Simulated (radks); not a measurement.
Values are calculated unless marked as measured or tabulated.
Coulomb parameter of the 5d shell of neutral platinum in the model configuration [Xe] 4f14 5d9 6s1, as a second difference U = [E(n + 0.5) + E(n - 0.5) - 2 E(n)] / (0.5)^2 with all orbitals relaxed. "Bare": the charge of the atom changes with n. "Screened": the 6s shell takes up the change at fixed total charge, which measures U(5d,5d) + U(6s,6s) - 2 U(5d,6s). Level of theory: scalar-relativistic Kohn-Sham, PBE, spin-unpolarised, spherical densities, finite nucleus; Fermi nuclear charge, rms radius 5.427 fm (a radial shooting solver on a logarithmic mesh with Libxc functionals).

[
 {"case": "start", "configuration": "[Xe] 4f14 5d9 6s1", "E - E(n) (eV)": "0.000"},
 {"case": "bare +0.5", "configuration": "[Xe] 4f14 5d9.5 6s1", "E - E(n) (eV)": "-1.952"},
 {"case": "bare -0.5", "configuration": "[Xe] 4f14 5d8.5 6s1", "E - E(n) (eV)": "4.288"},
 {"case": "screened +0.5", "configuration": "[Xe] 4f14 5d9.5 6s0.5", "E - E(n) (eV)": "-0.126"},
 {"case": "screened -0.5", "configuration": "[Xe] 4f14 5d8.5 6s1.5", "E - E(n) (eV)": "0.373"}
]

U(bare) = 9.345 eV, U(screened by 6s) = 0.990 eV, against the Slater integral F0(5d,5d) = 14.659 eV with frozen orbitals. The step up makes a negative ion, whose loosely bound charge lowers the bare value.
